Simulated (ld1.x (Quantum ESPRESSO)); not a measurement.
## Debugging a pseudopotential input (B (Z = 5), ld1.x (Quantum ESPRESSO) 7.5)

Command:

```bash
ld1.x < B.in > B.out
```

Input:

```
&input
   title='B', zed=5., rel=2, dft='PBE', iswitch=3,
   config='[He] 2s2 2p0 3d-2', rel_dist='average',
   nld=5, rlderiv=3.70, eminld=-3.0, emaxld=5.0, deld=0.02
 /
 &inputp
   pseudotype=2, tm=.false., lloc=0,
   nlcc=.true., new_core_ps=.true., rcore=9.00,
   file_pseudopw='B.UPF', file_wfcaegen='ae.wfc', file_wfcncgen='nc.wfc', file_beta='beta', file_chi='chi'
 /
3
2P  2  1   0.00   0.00  3.30  3.30  0.0
3D  3  2  -2.00   0.40  3.40  3.40  0.0
2S  1  0   2.00   0.00  1.40  1.40  0.0
 &test
   configts(1)='2s2 2p0'
 /
```

Output (end):

```
     1 Ry =  13.60569312 eV, c = 137.03599908

     n l j   nl                  e(Ry)          e(Ha)          e(eV)
     Spin orbit split results
     1 0 0.5 1S 1( 2.00)       -14.2311        -7.1155      -193.6238
     2 0 0.5 2S 1( 2.00)        -1.4340        -0.7170       -19.5108
     2 1 0.5 2P 1( 0.00)        -0.9825        -0.4912       -13.3675
     2 1 1.5 2P 1( 0.00)        -0.9821        -0.4911       -13.3626
     Averaged results
     1 0     1S 1( 2.00)       -14.2311        -7.1155      -193.6238
     2 0     2S 1( 2.00)        -1.4340        -0.7170       -19.5108
     2 1     2P 1( 0.00)        -0.9823        -0.4911       -13.3643

     final scf error:  5.3E-15 reached in  25 iterations

     Etot =     -48.602591 Ry,     -24.301296 Ha,    -661.271941 eV

     Ekin =      48.474013 Ry,      24.237007 Ha,     659.522551 eV
     Encl =    -109.228645 Ry,     -54.614322 Ha,   -1486.131419 eV
     Eh   =      19.239825 Ry,       9.619913 Ha,     261.771157 eV
     Exc  =      -7.087785 Ry,      -3.543893 Ha,     -96.434231 eV

     normalization and overlap integrals

     s(1S/1S) =  1.000000  <r> =   0.3291  <r2> =    0.1471  r(max) =   0.2103
     s(2S/2S) =  1.000000  <r> =   1.7793  <r2> =    3.7514  r(max) =   1.4413
     s(2P/2P) =  1.000000  <r> =   1.8401  <r2> =    4.1947  r(max) =   1.4057
     s(2P/2P) =  1.000000  <r> =   1.8407  <r2> =    4.1973  r(max) =   1.4057

     ------------------------ End of All-electron run ------------------------

     --------------------- Generating NC pseudopotential ---------------------

      Generating local pot.: lloc=0, matching radius rcloc =   1.4000

      Computing core charge for nlcc:
     Message from routine find_qi:
     qmax not found

 %%%%%%%%%%%%%%%%%%%%%%%%%%%%%%%%%%%%%%%%%%%%%%%%%%%%%%%%%%%%%%%%%%%%%%%%%%%%%%
     Error in routine compute_phius (1):
     problems with find_qi
 %%%%%%%%%%%%%%%%%%%%%%%%%%%%%%%%%%%%%%%%%%%%%%%%%%%%%%%%%%%%%%%%%%%%%%%%%%%%%%

     stopping ...
```

**Question.** This input was made by a single change from one that runs to its end. What was changed?

**Answer.** The change: rcore set to 9.00 bohr. The program stops during the generation: "compute_phius: problems with find_qi". Messages: qmax not found.
